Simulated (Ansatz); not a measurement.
Consider the isomerisation: `C=C(F)[NH][SnH3]` → `C[N](C)[Sn][F]`.

Gas-phase electronic energies from Ansatz, PBE0-D4/def2-TZVP geometries. CCSD(T)/CBS adds triple-zeta CCSD(T) − MP2 to the extrapolated MP2 energy (def2 sets, frozen cores). Functionals use def2-TZVPP. B3LYP here is the variant with VWN-RPA as its local correlation; programs differ in this. def2 core potentials past Kr. For Sn outer-core shells are correlated without core-valence functions, which leaves a few kJ/mol of doubt a bond. One conformer a species, not always the lowest.

Question: Is it downhill or uphill in electronic energy at CCSD(T)/CBS, and by how much? (An estimate is asked.)

Answer: Ansatz gave: Downhill: ΔE = -258.5 kJ/mol.

Question: What do these levels give: PBE-D4, B3LYP-D4, ωB97X-V, ωB97M-V, r2SCAN, PBE0, B3LYP, MP2/def2-TZVPP, SCS-MP2/def2-TZVPP, HF/def2-QZVPP, HF/CBS(def2), MP2/CBS(def2)? (Best estimate.)

Answer: Ansatz gave: PBE-D4 -257.8, B3LYP-D4 -260.2, ωB97X-V -236.2, ωB97M-V -236.5, r2SCAN -244.2, PBE0 -241.4, B3LYP -256.4, MP2/def2-TZVPP -261.3, SCS-MP2/def2-TZVPP -256.5, HF/def2-QZVPP -214.4, HF/CBS(def2) -214.9, MP2/CBS(def2) -281.3 kJ/mol.

Largest T1 diagnostic among the species: 0.017.

From PBE to PBE0 (25 % exact exchange), in def2-TZVPP and without D4, ΔE moves by +14.1 kJ/mol. In def2-TZVPP, CCSD(T) changes the Hartree–Fock value by −28.3 kJ/mol (the triples alone add −2.0 kJ/mol) and MP2 by −51.1 kJ/mol.
